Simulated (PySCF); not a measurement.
Ground-state electric properties of a mixed set of molecules.

All values: CAM-B3LYP/def2-SVPD (PySCF) at GFN2-xTB geometries, gas phase, one conformer each. Core orbitals are frozen in the response; Δα² is half the sum of the squared differences of the principal polarisabilities.

**Question.** Rank by mean static polarisability, highest first.
A. `C[C@H]([SiH3])C(=S)CF`
B. `CO[C@H]1OC=C1Cl`
C. `CCn1nncc1[SiH3]`
D. `C=C1CO[Si@]1(S)O[SiH3]`
E. `[C@@H](C)(OC)C(C)=S`
F. `O=C1CC(F)=CO1`

**Answer.** D (16.10 Å³), A (14.50 Å³), C (13.59 Å³), E (12.86 Å³), B (10.08 Å³), F (7.43 Å³).

**Question.** Rank by polarisability anisotropy Δα, lowest first.
A. `[CH3:1][CH2:2][n:3]1[n:4][n:5][cH:6][c:7]1[SiH3:8]` with C1–C2–N3–N4 100°
B. `[CH3:1][C@@H:2]1[SiH2:3][S:4][CH2:5][C@H:6]1[F:7]` with C1–C2–Si3–S4 -145°, C2–Si3–S4–C5 -5°, Si3–S4–C5–C6 31°, S4–C5–C6–F7 -175°
C. `[CH2:1]=[C:2]([O:3][CH3:4])[C:5](=[O:6])[Cl:7]` with C1–C2–O3–C4 0°, C1–C2–C5–O6 0°
D. `[CH3:1][O:2][C@@H:3]([CH3:4])[C:5]([CH3:6])=[S:7]` with C1–O2–C3–C4 166°, O2–C3–C5–C6 -46°
E. `[CH2:1]=[C:2]1[CH2:3][O:4][Si@:5]1([SH:6])[O:7][SiH3:8]` with O4–Si5–S6–H 34°, O4–Si5–O7–Si8 140°
F. `[CH3:1][O:2][C@H:3]1[O:4][CH:5]=[C:6]1[Cl:7]` with C1–O2–C3–O4 74°

**Answer.** D (2.94 Å³), B (3.21 Å³), E (3.53 Å³), F (3.79 Å³), A (4.85 Å³), C (5.28 Å³).

All values together:

```
                 SMILES     formula  μ (D)  HOMO (eV)  LUMO (eV)  α (Å³)  Δα (Å³)  electrons  α per electron (Å³)
C[C@@H]1[SiH2]SC[C@H]1F    C4H9FSSi   1.46      -8.29       0.64   13.41     3.21         72                0.186
         C=C(OC)C(=O)Cl    C4H5ClO2   4.25      -8.94      -1.01   10.54     5.28         62                0.170
          O=C1CC(F)=CO1     C4H3FO2   2.57      -8.76       0.18    7.43     3.38         52                0.143
  C[C@H]([SiH3])C(=S)CF    C4H9FSSi   1.55      -7.89      -1.09   14.50     4.55         72                0.201
      CO[C@@H](C)C(C)=S     C5H10OS   1.72      -7.74      -1.02   12.86     2.94         64                0.201
        CCn1nncc1[SiH3]    C4H9N3Si   4.49      -8.85       0.59   13.59     4.85         68                0.200
        CO[C@H]1OC=C1Cl    C4H5ClO2   1.47      -7.95       0.84   10.08     3.79         62                0.163
 C=C1CO[Si@]1(S)O[SiH3]  C3H8O2SSi2   1.62      -8.88       0.39   16.10     3.53         86                0.187
```

Conformers: `[CH3:1][C@@H:2]1[SiH2:3][S:4][CH2:5][C@H:6]1[F:7]` with C1–C2–Si3–S4 -145°, C2–Si3–S4–C5 -5°, Si3–S4–C5–C6 31°, S4–C5–C6–F7 -175°; `[CH2:1]=[C:2]([O:3][CH3:4])[C:5](=[O:6])[Cl:7]` with C1–C2–O3–C4 0°, C1–C2–C5–O6 0°; `[CH3:1][C@H:2]([SiH3:3])[C:4](=[S:5])[CH2:6][F:7]` with C1–C2–C4–S5 23°, C2–C4–C6–F7 1°; `[CH3:1][O:2][C@@H:3]([CH3:4])[C:5]([CH3:6])=[S:7]` with C1–O2–C3–C4 166°, O2–C3–C5–C6 -46°; `[CH3:1][CH2:2][n:3]1[n:4][n:5][cH:6][c:7]1[SiH3:8]` with C1–C2–N3–N4 100°; `[CH3:1][O:2][C@H:3]1[O:4][CH:5]=[C:6]1[Cl:7]` with C1–O2–C3–O4 74°; `[CH2:1]=[C:2]1[CH2:3][O:4][Si@:5]1([SH:6])[O:7][SiH3:8]` with O4–Si5–S6–H 34°, O4–Si5–O7–Si8 140°.

**Question.** How closely does the mean polarisability follow the number of electrons in this set?

**Answer.** The correlation coefficient is 0.93; α per electron runs from 0.143 to 0.201 Å³.
